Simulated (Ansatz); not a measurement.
The pair A = H2S (SMILES S) (first 3 atoms), B = AsH3 (SMILES [AsH3]); geometry from B3LYP-D3(BJ)/def2-TZVP.
(charge 0, multiplicity 1):
```xyz
7

S      0.59243     0.25364    -0.78131
H     -0.37095     1.06903    -0.32431
H     -0.25053    -0.78790    -0.86331
As    -0.30326    -0.31106     2.84360
H      0.25182    -1.66318     2.41492
H     -0.32630    -0.71879     4.31575
H      1.08963     0.29135     2.96459
```

Cores are frozen in the correlated methods. Filled d and f shells under p-block atoms count as core. MP2 and its Hartree–Fock in def2-QZVPPD are density fitted.

Programs: Ansatz (a quantum-chemistry and plane-wave program) with Gaussian orbitals. Each number belongs to the level named beside it.

The counterpoise-corrected interaction energy is E(AB) − E(A in the pair's basis) − E(B in the pair's basis). Total energies (hartree):

```json
[
 {"level": "HF/def2-TZVPPD", "AB": "-2634.6392386", "A in the pair's basis": "-398.7085216", "B in the pair's basis": "-2235.9318193"},
 {"level": "MP2/def2-TZVPPD", "AB": "-2634.9929994", "A in the pair's basis": "-398.9011045", "B in the pair's basis": "-2236.0901237"},
 {"level": "HF/def2-QZVPPD", "AB": "-2634.6953589", "A in the pair's basis": "-398.7195158", "B in the pair's basis": "-2235.9769662"},
 {"level": "MP2/def2-QZVPPD", "AB": "-2635.0747390", "A in the pair's basis": "-398.9270919", "B in the pair's basis": "-2236.1455943"},
 {"level": "CCSD(T)/def2-TZVPPD", "AB": "-2635.0580308", "A in the pair's basis": "-398.9336145", "B in the pair's basis": "-2236.1230313"}
]
```

Problem. Work out the counterpoise-corrected interaction energy at the basis-set limit: extrapolate the MP2 correlation part as X⁻³, take Hartree–Fock from the larger set, and add the CCSD(T) − MP2 difference of def2-TZVPPD.

Solution. 
1. Differences (1 hartree = 627.509 kcal/mol): HF/def2-TZVPPD 0.692; MP2/def2-TZVPPD -1.111; HF/def2-QZVPPD 0.705; MP2/def2-QZVPPD -1.288; CCSD(T)/def2-TZVPPD -0.869.
2. Correlation parts, MP2 less HF: -1.803 in def2-TZVPPD (X = 3), -1.993 in def2-QZVPPD (X = 4).
3. Limit (4³·(-1.993) − 3³·(-1.803))/(4³ − 3³) = -2.131; with HF/def2-QZVPPD it gives -1.427.
4. CCSD(T) less MP2 in def2-TZVPPD: 0.242.
Result: -1.18 kcal/mol, against -1.11 at MP2/def2-TZVPPD. It is an estimate of this method's limit, not of the exact value.
